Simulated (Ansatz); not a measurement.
An input meant for Ga13N14H34⁺, a nanocrystal cut from wurtzite GaN (hydrogen-capped) (charge 1, singlet; scaled by 1.12).

```yaml
crystal:
  periodic: [false, false, false]
  atoms:
    - {symbol: N, position_ang: [-1.700224, -3.179775, -1.888750]}
    - {symbol: Ga, position_ang: [-1.728630, -3.245159, 0.417721]}
    - {symbol: N, position_ang: [-3.522877, -2.033918, 0.984204]}
    - {symbol: N, position_ang: [-3.603248, 0.116307, -1.889937]}
    - {symbol: Ga, position_ang: [-3.674682, 0.125131, 0.416430]}
    - {symbol: N, position_ang: [1.701763, -3.178739, -1.888569]}
    - {symbol: Ga, position_ang: [0.000471, -2.023751, -2.811465]}
    - {symbol: Ga, position_ang: [1.729142, -3.244796, 0.417848]}
    - {symbol: N, position_ang: [0.000102, -2.070502, 0.955955]}
    - {symbol: Ga, position_ang: [0.000126, -2.150513, 3.252048]}
    - {symbol: N, position_ang: [0.000346, -0.000116, -1.969071]}
    - {symbol: Ga, position_ang: [-1.751781, 1.012030, -2.811887]}
    - {symbol: Ga, position_ang: [-0.000021, -0.000261, 0.273050]}
    - {symbol: N, position_ang: [-1.793191, 1.034809, 0.955488]}
    - {symbol: N, position_ang: [-0.000573, -0.000250, 3.805995]}
    - {symbol: Ga, position_ang: [-1.863121, 1.074012, 3.251495]}
    - {symbol: N, position_ang: [-1.903002, 3.062657, -1.888566]}
    - {symbol: Ga, position_ang: [-1.946158, 3.119478, 0.417921]}
    - {symbol: N, position_ang: [3.522957, -2.033386, 0.985334]}
    - {symbol: N, position_ang: [3.604439, 0.117712, -1.888178]}
    - {symbol: D, position_ang: [1.752812, 1.011933, -2.811321]}
    - {symbol: Ga, position_ang: [3.674630, 0.125876, 0.418264]}
    - {symbol: N, position_ang: [1.792651, 1.035286, 0.956057]}
    - {symbol: Ga, position_ang: [1.861511, 1.075120, 3.252069]}
    - {symbol: N, position_ang: [1.901817, 3.062936, -1.888554]}
    - {symbol: Ga, position_ang: [1.945400, 3.119814, 0.417850]}
    - {symbol: N, position_ang: [-0.000444, 4.067588, 0.985701]}
    - {symbol: H, position_ang: [-1.605408, -4.279561, -2.233861]}
    - {symbol: H, position_ang: [-2.705905, -2.858457, -2.351497]}
    - {symbol: H, position_ang: [-1.858238, -4.946720, 0.841156]}
    - {symbol: H, position_ang: [-4.504067, -2.600675, 0.762523]}
    - {symbol: H, position_ang: [-3.470520, -2.002659, 2.145592]}
    - {symbol: H, position_ang: [-3.826369, -0.915920, -2.351930]}
    - {symbol: H, position_ang: [-4.508791, 0.747076, -2.235943]}
    - {symbol: H, position_ang: [-5.212975, 0.864148, 0.839462]}
    - {symbol: H, position_ang: [1.608371, -4.278443, -2.234308]}
    - {symbol: H, position_ang: [2.707281, -2.855919, -2.350595]}
    - {symbol: H, position_ang: [0.000495, -2.158562, -4.570581]}
    - {symbol: H, position_ang: [1.858667, -4.946458, 0.840918]}
    - {symbol: H, position_ang: [-1.561194, -2.912959, 3.675960]}
    - {symbol: H, position_ang: [1.562064, -2.911844, 3.675854]}
    - {symbol: H, position_ang: [-1.867586, 1.080149, -4.571030]}
    - {symbol: H, position_ang: [-0.000756, -0.000087, 4.964971]}
    - {symbol: H, position_ang: [-3.303260, 0.101577, 3.674845]}
    - {symbol: H, position_ang: [-1.743281, 2.807204, 3.676323]}
    - {symbol: H, position_ang: [-2.902834, 3.530366, -2.233838]}
    - {symbol: H, position_ang: [-1.121863, 3.773157, -2.350920]}
    - {symbol: H, position_ang: [-3.355354, 4.082019, 0.841077]}
    - {symbol: H, position_ang: [4.504354, -2.599836, 0.763779]}
    - {symbol: H, position_ang: [3.470126, -2.002694, 2.146713]}
    - {symbol: H, position_ang: [3.829303, -0.914009, -2.350485]}
    - {symbol: H, position_ang: [4.509442, 0.749776, -2.233259]}
    - {symbol: H, position_ang: [1.869720, 1.079204, -4.570429]}
    - {symbol: H, position_ang: [5.212628, 0.864876, 0.842367]}
    - {symbol: H, position_ang: [3.302091, 0.103793, 3.676329]}
    - {symbol: H, position_ang: [1.740315, 2.808369, 3.676404]}
    - {symbol: H, position_ang: [1.118997, 3.771827, -2.350492]}
    - {symbol: H, position_ang: [2.900605, 3.532352, -2.234486]}
    - {symbol: H, position_ang: [3.354613, 4.082464, 0.840734]}
    - {symbol: H, position_ang: [-0.000336, 4.006181, 2.147064]}
    - {symbol: H, position_ang: [-0.000596, 5.200778, 0.764417]}
basis:
  gaussian: {orbitals: 6-31G, fitting: {mean_field: def2-universal-jkfit}}
total_charge: 1
magnetization: {spin_polarized: true, initial_magnetization: 0}
hamiltonian: {xc: {name: r2SCAN50}, dispersion: d4}
scf: {lower_state_search: full}
```

```sh
$ ansatz run in.yaml --threads 11 --pin off --events-out ev --progress --plain --max-ram 174080MiB --backend cuda --devices 0, --max-vram 75GiB
```

It prints (some lines left out):

```
Error: YAML parse error: error: line 24 column 16: `D` is not an element symbol (H … Og, case-exact)
  --> <input>:24:16
   |
22 |     - {symbol: N, position_ang: [3.522957, -2.033386, 0.985334]}
23 |     - {symbol: N, position_ang: [3.604439, 0.117712, -1.888178]}
24 |     - {symbol: D, position_ang: [1.752812, 1.011933, -2.811321]}
   |                ^ `D` is not an element symbol (H … Og, case-exact)
25 |     - {symbol: Ga, position_ang: [3.674630, 0.125876, 0.418264]}
26 |     - {symbol: N, position_ang: [1.792651, 1.035286, 0.956057]}
   |
```

(1) What is wrong with this run?

Answers

(1) An element symbol is wrong. The program refused the input.
